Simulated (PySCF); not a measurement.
# Tin: a sound run and one with changed settings

Sound run: Sn [Kr] 4d10 5s2 5p2, Sn⁺ [Kr] 4d10 5s2 5p1. Calculation: PySCF 2.14, in cc-pVDZ-PP with ECP28MDF; a scalar-relativistic core potential. In the sound run the correlated levels freeze 4s2 4p6 4d10 outside the core potential. The sound run starts from symmetry-adapted Hartree-Fock orbitals and uses a fine grid where one is needed.

A second run was set up differently.

```
species  method  sound run (hartree)  changed run (hartree)  converged
     Sn     MP2           -213.36919             -213.39594        yes
    Sn⁺     MP2           -213.10933             -213.13395        yes
```

Ionisation energy of Sn:

```json
{"method": "UHF", "sound run (eV)": "6.858", "changed run (eV)": "6.858"}
{"method": "MP2", "sound run (eV)": "7.071", "changed run (eV)": "7.129"}
{"method": "SCS-MP2", "sound run (eV)": "7.017", "changed run (eV)": "7.050"}
```

(1) What was changed?
A. too few SCF iterations
B. minimal basis
C. all electrons correlated in a valence basis
D. a valence shell is frozen

Results:

(1) C. A valence basis has no tight correlating functions, so it recovers only part of the core correlation, and not evenly between atom and ion.
